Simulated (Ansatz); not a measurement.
Ansatz (a program for electronic structure) input:

Ansatz 0.2 input:
```yaml
crystal:
  periodic: [false, false, false]
  atoms:
    - {symbol: N, position_ang: [-1.80347114, -0.88320113, 0.31672313]}
    - {symbol: B, position_ang: [-0.58870351, -0.28424603, 0.06734240]}
    - {symbol: Br, position_ang: [-0.45348069, 1.64032568, 0.13867918]}
    - {symbol: Br, position_ang: [0.97070470, -1.39009266, -0.20228634]}
    - {symbol: H, position_ang: [-2.53502473, -1.15451750, -0.32752334]}
basis:
  gaussian:
    orbitals: def2-TZVP
hamiltonian:
  xc: {name: PBE0}
magnetization: {spin_polarized: true, initial_magnetization: 1}
```

Q: Predict the final energy.

A: -5227.88891 Eh (PBE0/def2-TZVP). The basis has 164 functions.

It need not be the lowest isomer of its formula.
